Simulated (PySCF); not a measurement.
## A computed series MF3(NH3)

Computed with PySCF 2.14.0, PBE0, def2-SVP on the ligands, density fitting, scalar-relativistic core potentials, no spin-orbit coupling, vacuum. Each member is relaxed from one template within its symmetry. Distances are means of the shortest metal–ligand contacts, charges and spins Mulliken's; removal energies are rigid, with the ligand's formal charge and no counterpoise, so too large; for an anion taken off a cation in vacuum most of it is the attraction of opposite charges, and multiply charged cations can part far more cheaply with an electron moved from ligand to metal. lcecp potentials hold a fixed number of 4f electrons in the core, out of states, spins and gaps.

| metal | basis on the metal | point group | M–F (Å) | M–NH3 (Å) | charge on M (e) | dipole (D) | removal of one F (eV) | strongest infrared band, degenerate modes summed (cm⁻¹) | unstable modes (below −25 cm⁻¹) |
| --- | --- | --- | --- | --- | --- | --- | --- | --- | --- |
| Dy | lcecp-1-SVP with ECP55 | C3v | 2.032 | 2.500 | 1.16 | 5.90 | 11.09 | 562 | 0 |

(1) Order these by the M–F distance, lowest first.
A. Tl, def2-SVP with ECP60
B. Nd, lcecp-1-SVP with ECP49
C. La, def2-SVP with ECP46
D. Tm, lcecp-1-SVP with ECP58
E. Eu, lcecp-1-SVP with ECP52

(2) What else do they give?

Moved off a saddle point of the template and relaxed again: Tl. One start shape was tried for each, so a minimum needn't be the lowest isomer.

Answers

(1) D (1.999), A (2.035), E (2.067), B (2.089), C (2.162).

(2) 
```csv
metal,basis on the metal,point group,M–F (Å),M–NH3 (Å),charge on M (e),dipole (D),removal of one F (eV),"strongest infrared band, degenerate modes summed (cm⁻¹)",unstable modes (below −25 cm⁻¹)
La,def2-SVP with ECP46,C3v,2.162,2.725,1.21,6.80,10.48,544,0
Nd,lcecp-1-SVP with ECP49,C3v,2.089,2.607,1.18,6.09,10.75,552,0
Eu,lcecp-1-SVP with ECP52,C3v,2.067,2.556,1.18,5.70,10.92,559,0
Tm,lcecp-1-SVP with ECP58,C3v,1.999,2.451,1.14,6.04,11.25,569,0
Tl,def2-SVP with ECP60,C3,2.035,2.404,1.01,5.76,10.91,571,0
```
